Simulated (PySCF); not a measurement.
Isomers of C7H16Ge, from PBE0-D3(BJ)/def2-SVP geometry optimisation, gas phase in PySCF. One conformer each, no zero-point energy, no frequencies.

**Question.** Which isomer lies lowest at this level?
A. `[CH3:1][CH2:2][CH2:3][C@H:4]1[CH2:5][CH2:6][CH2:7][GeH2:8]1` with C1–C2–C3–C4 -179°, C2–C3–C4–C5 176°, C3–C4–C5–C6 165°, C4–C5–C6–C7 -53°, C5–C6–C7–Ge8 37°, C6–C7–Ge8–C4 -13°: A = 2546, B = 811.4, C = 650.8 MHz, dipole 0.63 D
B. `[CH3:1][Ge:2]1([CH3:3])[CH2:4][CH2:5][CH2:6][CH2:7][CH2:8]1` with C1–Ge2–C4–C5 -73°, Ge2–C4–C5–C6 -56°, C4–C5–C6–C7 67°, C5–C6–C7–C8 -67°: A = 2249, B = 1130, C = 1050 MHz, dipole 0.10 D
C. `[CH3:1][CH2:2][C@H:3]1[CH2:4][CH2:5][CH2:6][GeH2:7][CH2:8]1` with C1–C2–C3–C4 173°, C2–C3–C4–C5 -169°, C3–C4–C5–C6 -68°, C4–C5–C6–Ge7 55°, C5–C6–Ge7–C8 -43°: A = 2238, B = 888.6, C = 674.9 MHz, dipole 0.77 D

**Answer.** B. That is `[CH3][Ge]1([CH3])[CH2]CCC[CH2]1`, 10.7 kcal/mol below the next.

```json
{"SMILES": "[CH3][Ge]1([CH3])[CH2]CCC[CH2]1", "mapped SMILES": "[CH3:1][Ge:2]1([CH3:3])[CH2:4][CH2:5][CH2:6][CH2:7][CH2:8]1", "E (Eh)": "-2352.37279", "relative (kcal/mol)": "0.0", "relative (kJ/mol)": "0.0", "dipole (D)": "0.10"}
{"SMILES": "CC[C@H]1CC[CH2][GeH2][CH2]1", "mapped SMILES": "[CH3:1][CH2:2][C@H:3]1[CH2:4][CH2:5][CH2:6][GeH2:7][CH2:8]1", "E (Eh)": "-2352.35566", "relative (kcal/mol)": "10.7", "relative (kJ/mol)": "45.0", "dipole (D)": "0.77"}
{"SMILES": "CCC[C@H]1CC[CH2][GeH2]1", "mapped SMILES": "[CH3:1][CH2:2][CH2:3][C@H:4]1[CH2:5][CH2:6][CH2:7][GeH2:8]1", "E (Eh)": "-2352.34918", "relative (kcal/mol)": "14.8", "relative (kJ/mol)": "62.0", "dipole (D)": "0.63"}
```
